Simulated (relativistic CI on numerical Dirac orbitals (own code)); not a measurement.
# Mg3+: computed level list

These numbers are calculated, not measured: Dirac-Coulomb-Breit CI, separate exchange-only KLI orbitals for each configuration, a model potential for QED, valence Slater integrals scaled by 0.85, P86 correlation estimate, and configurations built on the next ion tied to the tabulated ionisation energy (semi-empirical) (own radial code, finite nucleus).

CI space (outside the closed core 1s2): 2s²2p⁵, 2s²2p⁴3s, 2s²2p⁴3p, 2s²2p⁴3d, 2s²2p⁴4s, 2s2p⁶, 2s²2p⁴4p, 2s²2p⁴4d, 2s²2p⁴4f, 2p⁶3s, 2s2p⁵3s, 2s²2p³3s², 2p⁶3p, 2s2p⁵3p, 2s²2p³3s3p, 2p⁶3d, 2s²2p³3p², 2s²2p³3s3d, 2s2p⁵3d, 2s²2p³3p3d, 2s2p⁵4s, 2s2p⁵4p. Levels of other configurations are missing.

The lowest level is 2s²2p⁵ ²P°3/2, with 100 % of that term; Hund's rules for 2s²2p⁵ give ²P° with J = 3/2, in agreement.

| No. | Configuration | Term | J | E (cm⁻¹) | % | Landé g | jj configuration (%) |
| --- | --- | --- | --- | --- | --- | --- | --- |
| 1 | 2s²2p⁵ | ²P° | 3/2 | 0 | 100 | 1.334 | 2p3/2^3 (100) |
| 2 | 2s²2p⁵ | ²P° | 1/2 | 2204 | 100 | 0.665 | 2p1/2 2p3/2^4 (100) |
| 3 | 2s2p⁶‡ | ²S | 1/2 | 329826 | 99 | 2.002 | 2s (99) |
| 4 | 2p⁴(3P)3s | ⁴P | 5/2 | 545334 | 99 | 1.600 | 2p3/2^2 3s (69) |
| 5 | 2p⁴(3P)3s | ⁴P | 3/2 | 546738 | 99 | 1.732 | 2p1/2 2p3/2^3 3s (83) |
| 6 | 2p⁴(3P)3s | ⁴P | 1/2 | 547548 | 99 | 2.666 | 2p3/2^4 3s (40) |
| 7 | 2p⁴(3P)3s | ²P | 3/2 | 554540 | 99 | 1.336 | 2p3/2^2 3s (54) |
| 8 | 2p⁴(3P)3s | ²P | 1/2 | 556199 | 99 | 0.669 | 2p1/2 2p3/2^3 3s (63) |
| 9 | 2p⁴(1D)3s | ²D | 5/2 | 580704 | 100 | 1.200 | 2p1/2 2p3/2^3 3s (69) |
| 10 | 2p⁴(1D)3s | ²D | 3/2 | 580720 | 99 | 0.800 | 2p1/2 2p3/2^3 3s (70) |
| 11 | 2p⁴(3P)3p | ⁴P° | 5/2 | 599438 | 98 | 1.598 | 2p3/2^2 3p3/2 (43) |
| 12 | 2p⁴(3P)3p | ⁴P° | 3/2 | 599970 | 97 | 1.730 | 2p3/2^2 3p1/2 (39) |
| 13 | 2p⁴(3P)3p | ⁴P° | 1/2 | 600501 | 99 | 2.658 | 2p1/2 2p3/2^3 3p1/2 (51) |
| 14 | 2p⁴(3P)3p | ⁴D° | 7/2 | 605002 | 100 | 1.429 | 2p3/2^2 3p3/2 (70) |
| 15 | 2p⁴(3P)3p | ⁴D° | 5/2 | 605855 | 94 | 1.367 | 2p1/2 2p3/2^3 3p3/2 (50) |
| 16 | 2p⁴(3P)3p | ⁴D° | 3/2 | 606522 | 97 | 1.199 | 2p1/2 2p3/2^3 3p1/2 (62) |
| 17 | 2p⁴(3P)3p | ⁴D° | 1/2 | 606892 | 99 | 0.006 | 2p3/2^4 3p1/2 (36) |
| 18 | 2p⁴(3P)3p | ²D° | 5/2 | 609180 | 95 | 1.208 | 2p1/2 2p3/2^3 3p3/2 (43) |
| 19 | 2p⁴(3P)3p | ²D° | 3/2 | 610572 | 96 | 0.815 | 2p1/2 2p3/2^3 3p3/2 (52) |
| 20 | 2p⁴(3P)3p | ²S° | 1/2 | 612290 | 76 | 1.684 | 2p3/2^2 3p3/2 (70) |
| 21 | 2p⁴(3P)3p | ⁴S° | 3/2 | 612900 | 99 | 1.999 | 2p1/2 2p3/2^3 3p3/2 (40) |
| 22 | 2p⁴(1S)3s | ²S | 1/2 | 614229 | 97 | 2.002 | 2p3/2^2 3s (61) |
| 23 | 2p⁴(3P)3p | ²P° | 3/2 | 614443 | 97 | 1.325 | 2p1/2 2p3/2^3 3p3/2 (38) |
| 24 | 2p⁴(3P)3p | ²P° | 1/2 | 614544 | 75 | 0.986 | 2p1/2 2p3/2^3 3p3/2 (60) |
| 25 | 2p⁴(1D)3p | ²F° | 5/2 | 636561 | 100 | 0.857 | 2p1/2 2p3/2^3 3p1/2 (56) |
| 26 | 2p⁴(1D)3p | ²F° | 7/2 | 636787 | 100 | 1.143 | 2p1/2 2p3/2^3 3p3/2 (70) |
| 27 | 2p⁴(1D)3p | ²D° | 3/2 | 642407 | 100 | 0.801 | 2p1/2 2p3/2^3 3p3/2 (36) |
| 28 | 2p⁴(1D)3p | ²D° | 5/2 | 642537 | 100 | 1.200 | 2p1/2 2p3/2^3 3p3/2 (57) |
| 29 | 2p⁴(1D)3p | ²P° | 3/2 | 650396 | 97 | 1.333 | 2p1/2 2p3/2^3 3p1/2 (46) |
| 30 | 2p⁴(1D)3p | ²P° | 1/2 | 651350 | 97 | 0.665 | 2p1/2 2p3/2^3 3p3/2 (84) |
| 31 | 2p⁴(3P)3d | ⁴D | 7/2 | 672686 | 97 | 1.425 | 2p3/2^2 3d5/2 (49) |
| 32 | 2p⁴(3P)3d | ⁴D | 5/2 | 672917 | 96 | 1.370 | 2p3/2^2 3d3/2 (37) |
| 33 | 2p⁴(3P)3d | ⁴D | 3/2 | 673213 | 97 | 1.202 | 2p3/2^2 3d3/2 (44) |
| 34 | 2p⁴(3P)3d | ⁴D | 1/2 | 673467 | 98 | 0.019 | 2p1/2 2p3/2^3 3d3/2 (71) |
| 35 | 2p⁴(1S)3p | ²P° | 3/2 | 673707 | 97 | 1.334 | 2p3/2^2 3p3/2 (64) |
| 36 | 2p⁴(1S)3p | ²P° | 1/2 | 673804 | 97 | 0.666 | 2p3/2^2 3p1/2 (55) |
| 37 | 2p⁴(3P)3d | ⁴F | 9/2 | 676753 | 100 | 1.334 | 2p3/2^2 3d5/2 (70) |
| 38 | 2p⁴(3P)3d | ⁴F | 7/2 | 677507 | 83 | 1.225 | 2p3/2^2 3d3/2 (49) |
| 39 | 2p⁴(3P)3d | ⁴F | 5/2 | 678241 | 90 | 1.027 | 2p1/2 2p3/2^3 3d3/2 (62) |
| 40 | 2p⁴(3P)3d | ⁴F | 3/2 | 678748 | 96 | 0.429 | 2p1/2 2p3/2^3 3d3/2 (42) |
| 41 | 2p⁴(3P)3d | ⁴P | 1/2 | 678882 | 99 | 2.649 | 2p3/2^2 3d3/2 (51) |
| 42 | 2p⁴(3P)3d | ²F | 7/2 | 679036 | 84 | 1.160 | 2p1/2 2p3/2^3 3d5/2 (58) |
| 43 | 2p⁴(3P)3d | ⁴P | 3/2 | 679356 | 95 | 1.698 | 2p1/2 2p3/2^3 3d5/2 (27) |
| 44 | 2p⁴(3P)3d | ⁴P | 5/2 | 679925 | 54 | 1.304 | 2p3/2^2 3d5/2 (51) |
| 45 | 2p⁴(3P)3d | ²F | 5/2 | 680169 | 55 | 1.172 | 2p1/2 2p3/2^3 3d5/2 (90) |
| 46 | 2p⁴(3P)3d | ²D | 3/2 | 681962 | 80 | 0.897 | 2p3/2^2 3d5/2 (34) |
| 47 | 2p⁴(3P)3d | ²P | 1/2 | 682423 | 98 | 0.666 | 2p3/2^2 3d5/2 (58) |
| 48 | 2p⁴(3P)3d | ²D | 5/2 | 682490 | 88 | 1.185 | 2p1/2 2p3/2^3 3d3/2 (44) |
| 49 | 2p⁴(3P)3d | ²P | 3/2 | 683971 | 82 | 1.241 | 2p1/2 2p3/2^3 3d5/2 (42) |
| 50 | 2p⁴(1D)3d | ²G | 9/2 | 707540 | 100 | 1.111 | 2p1/2 2p3/2^3 3d5/2 (70) |
| 51 | 2p⁴(1D)3d | ²G | 7/2 | 707545 | 100 | 0.889 | 2p1/2 2p3/2^3 3d3/2 (63) |
| 52 | 2p⁴(1D)3d | ²P | 3/2 | 709899 | 99 | 1.334 | 2p1/2 2p3/2^3 3d5/2 (40) |
| 53 | 2p⁴(1D)3d | ²P | 1/2 | 710208 | 85 | 0.857 | 2p1/2 2p3/2^3 3d3/2 (65) |
| 54 | 2p⁴(1D)3d | ²S | 1/2 | 710561 | 84 | 1.812 | 2p1/2 2p3/2^3 3d5/2 (67) |
| 55 | 2p⁴(1D)3d | ²D | 5/2 | 711634 | 94 | 1.181 | 2p1/2 2p3/2^3 3d5/2 (57) |
| 56 | 2p⁴(1D)3d | ²D | 3/2 | 711976 | 99 | 0.799 | 2p1/2 2p3/2^3 3d3/2 (49) |
| 57 | 2p⁴(1D)3d | ²F | 7/2 | 712108 | 100 | 1.143 | 2p1/2 2p3/2^3 3d5/2 (64) |
| 58 | 2p⁴(1D)3d | ²F | 5/2 | 712111 | 94 | 0.876 | 2p1/2 2p3/2^3 3d3/2 (67) |
| 59 | 2p⁴(3P)4s | ⁴P | 5/2 | 720790 | 100 | 1.600 | 2p3/2^2 4s (70) |
| 60 | 2p⁴(3P)4s | ⁴P | 3/2 | 722056 | 91 | 1.699 | 2p1/2 2p3/2^3 4s (69) |
| 61 | 2p⁴(3P)4s | ⁴P | 1/2 | 723002 | 98 | 2.641 | 2p1/2 2p3/2^3 4s (45) |
| 62 | 2p⁴(3P)4s | ²P | 3/2 | 724365 | 91 | 1.369 | 2p1/2 2p3/2^3 4s (60) |
| 63 | 2p⁴(3P)4s | ²P | 1/2 | 725916 | 98 | 0.695 | 2p1/2 2p3/2^3 4s (55) |
| 64 | 2p⁴(3P)4p | ⁴P° | 5/2 | 740026 | 94 | 1.588 | 2p3/2^2 4p3/2 (46) |
| 65 | 2p⁴(3P)4p | ⁴P° | 3/2 | 740557 | 92 | 1.724 | 2p3/2^2 4p1/2 (47) |
| 66 | 2p⁴(3P)4p | ⁴P° | 1/2 | 741200 | 96 | 2.614 | 2p1/2 2p3/2^3 4p1/2 (47) |
| 67 | 2p⁴(3P)4p | ⁴D° | 7/2 | 741897 | 100 | 1.429 | 2p3/2^2 4p3/2 (70) |
| 68 | 2p⁴(3P)4p | ⁴D° | 5/2 | 742655 | 69 | 1.330 | 2p3/2^2 4p1/2 (45) |
| 69 | 2p⁴(1S)3d | ²D | 5/2 | 743392 | 96 | 1.200 | 2p3/2^2 3d5/2 (61) |
| 70 | 2p⁴(1S)3d | ²D | 3/2 | 743482 | 96 | 0.800 | 2p3/2^2 3d3/2 (59) |

Energies count from the lowest computed level; ° marks odd parity. Percentages are summed over parent terms; the parents shown are those of the largest component, closed shells are left out there. Filled j subshells are mostly left out of the jj labels. ‡ marks configurations that were not tied to measured data.

The mean weight of the leading LS term, summed over parents, in these 70 levels is 94 %, and that of the leading jj configuration (from the same eigenvectors) 58 %, so LS coupling describes them better.

Configurations that consist of the next ion and one excited electron were tied to the tabulated ionisation energy; Rydberg ones are usually within 1,000 to 3,000 cm⁻¹ and the lowest ones within about 6,000 (9,000 in d shells), while levels on excited terms of the next ion carry the error of that term, and the other configurations can be misplaced by 10,000 cm⁻¹ or more. Rates follow the energies as ν³ (E1, M1) or ν⁵ (E2), so rates, branching and lifetimes can be off by large factors. The fine structure of a lone outer electron comes out too small, for d and f at times inverted, and misplaced configurations move strength between like terms. 67 of the 69 excited levels that our extract of the measured tables holds in this range could be paired (the sources list more); they are missed by 2425 cm⁻¹ on average and 18294 at most, and levels without a partner can miss by more.
